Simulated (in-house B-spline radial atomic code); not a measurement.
# Ionising Hg2+ with different functionals

Computed with a radial B-spline atomic code at the basis-set limit: scalar-relativistic (spin-free X2C) Hamiltonian, Fermi nucleus of rms radius 5.4648 fm, spin-polarised at highest spin, spherical fractional occupations for the functionals, the average over the highest-spin determinants for Hartree-Fock. The ionisation energy is the difference of two self-consistent energies, [Xe] 4f14 5d10 → [Xe] 4f14 5d9, without Breit or QED terms; ε is the level of the shell that loses the electron (its least bound occupied spin orbital). There is no spin-orbit coupling in this Hamiltonian.

Hybrids are left out here: with spherical fractional occupations of an open shell their exact exchange keeps a self-interaction that integer-occupation calculations don't have.

```tsv
method	rung	ΔSCF (eV)	-ε(5d) (eV)
Hartree-Fock	Hartree-Fock	33.69	35.22
LDA VWN5	LDA	35.63	29.04
LDA PW92	LDA	?	?
LDA exchange-only	LDA	34.00	27.49
PBE	GGA	35.31	28.74
PBEsol	GGA	35.34	28.77
BLYP	GGA	35.19	28.63
RPBE	GGA	35.22	28.66
PW91	GGA	?	?
BP86	GGA	35.42	28.86
AM05	GGA	35.34	28.76
OLYP	GGA	35.37	28.78
TPSS	meta-GGA	35.25	28.69
SCAN	meta-GGA	35.51	28.99
r2SCAN	meta-GGA	35.54	29.01
revTPSS	meta-GGA	35.24	28.67
```

(1) What does LDA PW92 give?

(2) What does PW91 give?

(3) How do they compare with the NIST value?

Answers

(1) ΔSCF 35.62 eV, and -ε(5d) = 29.04 eV.

(2) ΔSCF 35.39 eV, and -ε(5d) = 28.82 eV.

(3) NIST lists 34.49 eV ± 0.05 (measured, ground level to ground level). Errors run from -0.80 to +1.14 eV. The correlated functionals all miss on the same side by more than they spread, so the cause is common to them (spin-orbit coupling, Breit-QED terms, multiplet and fine-structure energies, or a listed next ion that isn't the cheapest removal here) and closeness doesn't rank the functionals. Hartree-Fock also lacks correlation.
